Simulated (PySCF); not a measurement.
Input file for PySCF: D3(BJ) and D4 dispersion corrections on H2O2Os (SMILES [OH][Os][OH]), 2S+1 = 1, a spin state set in the input, which need not be the lowest.

```python
from pyscf import gto
from pyscf.dispersion import dftd3, dftd4

mol = gto.M(
    atom='''
    Os   -0.00389964   -0.01577901   -0.00745753
    O     1.34022757    0.21454986   -1.13146669
    H     2.06109760    0.36472435   -1.74579299
    O    -1.35516176   -0.22324734    1.11246813
    H    -2.09603492   -0.31040129    1.71503486
    ''',
    basis='def2-svp',
    charge=0, spin=0, verbose=0, max_memory=1800)
d3, d4 = {}, {}
for xc in ['hf', 'pbe', 'blyp', 'revpbe', 'tpss', 'r2scan', 'b3lyp', 'pbe0', 'bhlyp', 'camb3lyp', 'b2plyp']:
    d3[xc] = float(dftd3.DFTD3Dispersion(mol, xc=xc, version='d3bj', atm=False).get_dispersion()['energy'])
    print(f'D3(BJ) {xc:10s} {d3[xc]:14.8f} Eh')
for xc in ['hf', 'pbe', 'blyp', 'revpbe', 'tpss', 'r2scan', 'b3lyp', 'pbe0', 'bhlyp', 'camb3lyp', 'b2plyp']:
    d4[xc] = float(dftd4.DFTD4Dispersion(mol, xc={'camb3lyp': 'cam-b3lyp'}.get(xc, xc), atm=True).get_dispersion()['energy'])
    print(f'D4     {xc:10s} {d4[xc]:14.8f} Eh')
```

Output:

```
D3(BJ) hf            -0.02264370 Eh
D3(BJ) pbe           -0.00232426 Eh
D3(BJ) blyp          -0.00544236 Eh
D3(BJ) revpbe        -0.00565201 Eh
D3(BJ) tpss          -0.00303351 Eh
D3(BJ) r2scan        -0.00060859 Eh
D3(BJ) b3lyp         -0.00454136 Eh
D3(BJ) pbe0          -0.00210558 Eh
D3(BJ) bhlyp         -0.00397111 Eh
D3(BJ) camb3lyp      -0.00208678 Eh
D3(BJ) b2plyp        -0.00231503 Eh
D4     hf            -0.00886559 Eh
D4     pbe           -0.00252938 Eh
D4     blyp          -0.00552161 Eh
D4     revpbe        -0.00692063 Eh
D4     tpss          -0.00338222 Eh
D4     r2scan        -0.00055359 Eh
D4     b3lyp         -0.00415843 Eh
D4     pbe0          -0.00212336 Eh
D4     bhlyp         -0.00357944 Eh
D4     camb3lyp      -0.00218557 Eh
D4     b2plyp        -0.00172763 Eh
```

The run finished.

Cost: very roughly 0.020 core-seconds.
